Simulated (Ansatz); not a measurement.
Species: C6H7 (charge 0, doublet). It need not be the lowest isomer of its formula. 
Coordinates optimised at B3LYP-D3(BJ)/def2-TZVP (Ansatz, a quantum-chemistry and plane-wave program):
SMILES: [CH2]C1=CC=CC1
```xyz
13

C     -2.1190    -0.1761    -0.2411
C     -0.7739    -0.0943    -0.0852
C      0.1405    -1.1604     0.1287
C      1.4548    -0.6495     0.2396
C      1.4512     0.7116     0.1083
C      0.0448     1.1887    -0.1089
H     -2.7260     0.7053    -0.3997
H     -2.6279    -1.1305    -0.2113
H     -0.1372    -2.2022     0.1951
H      2.3349    -1.2553     0.4050
H      2.3128     1.3603     0.1508
H     -0.0678     1.7179    -1.0608
H     -0.2788     1.8845     0.6722
```
Charge 0, spin multiplicity 2.

Wanted: atomisation energy (electronic, to ground-state atoms), in eV. Valence correlation only, unless marked. UHF or UKS for open shells. Spin-orbit coupling is left out. Non-relativistic unless marked X2C. The coupled-cluster limit lacks core correlation, which all-electron functionals hold. CBS(X,Y): correlation extrapolated as X^-3; Hartree-Fock from the larger set. The bracket is a focal-point correction in the basis named.

```json
[
 {"level": "HF/cc-pVDZ", "program": "Ansatz", "atomisation energy (eV)": "44.80", "minus last row": "-15.22"},
 {"level": "SVWN5/def2-TZVPD", "program": "Ansatz", "atomisation energy (eV)": "69.33", "minus last row": "9.31"},
 {"level": "BLYP/def2-TZVPD", "program": "Ansatz", "atomisation energy (eV)": "59.68", "minus last row": "-0.34"},
 {"level": "LC-wPBE-D4/def2-TZVPD", "program": "Ansatz + dftd4", "atomisation energy (eV)": "60.83", "minus last row": "0.81"},
 {"level": "RI-MP2/cc-pVTZ", "program": "Ansatz", "atomisation energy (eV)": "59.29", "minus last row": "-0.73"},
 {"level": "CCSD(T)/6-31G*", "program": "Ansatz", "atomisation energy (eV)": "55.68", "minus last row": "-4.34"},
 {"level": "CCSD(T)/cc-pVDZ", "program": "Ansatz", "atomisation energy (eV)": "55.84", "minus last row": "-4.18"},
 {"level": "X2C-CCSD(T)/cc-pVTZ-DK", "program": "Ansatz", "atomisation energy (eV)": "58.59", "minus last row": "-1.43"},
 {"level": "RI-MP2/CBS(cc-pVTZ,cc-pVQZ)+[CCSD(T)-MP2]/cc-pVTZ", "program": "Ansatz", "atomisation energy (eV)": "60.03", "minus last row": "0.01"},
 {"level": "CCSD(T)/CBS(cc-pVTZ,cc-pVQZ)", "program": "Ansatz", "atomisation energy (eV)": "60.02", "minus last row": "0.00"}
]
```

The UHF reference is spin-contaminated (<S^2> 0.40 over the pure value in the largest basis).
